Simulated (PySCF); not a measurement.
Br₂Sn, SMILES [Br][Sn][Br] (connectivity only; charge and spin as stated), charge +1, multiplicity 2.

Geometry optimised at PBE0-D3(BJ)/def2-SVP. The spin state was assumed, not searched. The isomer is the one that the SMILES or the coordinates give; other isomers of the formula were not compared. The def2 effective core potentials stand for the cores of Sn; spin–orbit coupling is left out.

The numbers are results of PBE0-D3(BJ)/def2-SVP (PySCF), not measurements.

Frequencies are harmonic and unscaled.

```
mode  ν (cm⁻¹)  IR (km/mol)  moving atoms (share of kinetic energy)
----  --------  -----------  --------------------------------------
1           62          1.5                        Br 69 %, Sn 31 %
2          232          5.1                        Br 73 %, Sn 27 %
3          275         18.9                        Sn 50 %, Br 50 %
```
